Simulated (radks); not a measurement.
Spherical quantum dot in the effective-mass picture: electrons in a parabolic well V = omega^2 r^2 / 2 with omega = 0.313, with a point charge +1 (a donor) at the centre, all in effective atomic units (hartree* = m*/eps^2 hartree, bohr* = eps/m* bohr), one dielectric constant everywhere. Calculated with a radial shooting solver with Libxc functionals: non-relativistic Kohn-Sham, exchange-only LDA, spin-polarised, spherical densities. Levels are named by radial order and angular momentum (1s, 1p, 1d, 2s, ...), and open shells are averaged over m. Results are scaled to m* = 0.216 and eps = 6.2, for which hartree* = 152.9 meV and bohr* = 1.519 nm. At N = 28 the configuration is 1s2 1p6 1d10 2s2 1f(up 7, down 1). Does electron 29 go into 2p up or 1f down or 2p down?

Answer. Into 1f down. The total energies of the other choices lie higher by 1.43 meV (2p up), 4.66 meV (2p down).
